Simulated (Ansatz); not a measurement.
Start from `N#C[SiH2]C#N` and change one atom or group to get `N#C[SiH2]CF`.

Ansatz, PBE0-D4/def2-TZVP geometries, multiplicity 1. Each molecule was computed in one conformer, which needn't be the lowest.

```csv
property,`N#C[SiH2]C#N`
HOMO energy (PBE/def2-TZVPP) / eV,-8.99
zero-point energy (PBE0-D4/def2-TZVP) / kJ/mol,89.2
HOMO energy (ωB97M-V/def2-TZVPP) / eV,-12.58
HOMO energy (PBE0/def2-TZVPP) / eV,-10.32
HOMO–LUMO gap (PBE/def2-TZVPP) / eV,6.37
HOMO–LUMO gap (ωB97M-V/def2-TZVPP) / eV,13.06
```

What does the change do to each property? (Best estimate.)

The calculation gave: 
```
                                      property  `N#C[SiH2]CF`  shift
             HOMO energy (PBE/def2-TZVPP) / eV          -7.80   1.19
zero-point energy (PBE0-D4/def2-TZVP) / kJ/mol          145.3   56.1
         HOMO energy (ωB97M-V/def2-TZVPP) / eV         -11.59   0.99
            HOMO energy (PBE0/def2-TZVPP) / eV          -9.31   1.01
           HOMO–LUMO gap (PBE/def2-TZVPP) / eV           6.00  -0.37
       HOMO–LUMO gap (ωB97M-V/def2-TZVPP) / eV          12.73  -0.33
```

With PBE0 the HOMO rises by 1.01 eV and the LUMO rises by 0.81 eV, so the gap narrows by about 0.20 eV. PBE moves the HOMO by 1.19 eV and ωB97M-V by 0.99 eV. The zero-point energy changes by 56.1 kJ/mol with +6 modes.
